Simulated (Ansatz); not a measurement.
Li₃Cl₃⁺. Charge 1, multiplicity 2. Geometry PBE0-D4/def2-SVP; atoms count from 1.

```xyz
6

Li   -0.742    2.674   -1.006
Li    1.887   -0.956   -0.200
Li   -1.243   -1.343    1.073
Cl    0.652   -2.324    0.890
Cl    0.949    1.126   -0.876
Cl   -1.504    0.823    0.119
```

In the doublet, Cl5 and Cl6 lie 2.67 Å apart (atoms count from 1), so these atoms are partly bonded to each other. Another isomer (doublet) lies 0.03 eV lower at PBE0-D4/def2-TZVP; other spin states weren't run for this one.

(1) Estimate the Mulliken populations from the PBE0/def2-TZVP orbitals of Ansatz.

(2) Where does the spin sit?

(3) And the Mayer bond orders between heavy atoms (over 0.3)?

Results:

(1) 
```tsv
atom	charge (e)	spin (α − β)
Li1	0.88	-0.01
Li2	0.80	0.00
Li3	0.80	0.00
Cl4	-0.70	0.00
Cl5	-0.39	0.50
Cl6	-0.39	0.50
```
Mulliken values depend strongly on the basis.

(2) Summed by element: Li -0.01, Cl 1.01, of 1 unpaired in all. Largest on single atoms: Cl6 0.50, Cl5 0.50, Li1 -0.01.

(3) Cl5–Cl6 0.50 (2.67 Å).
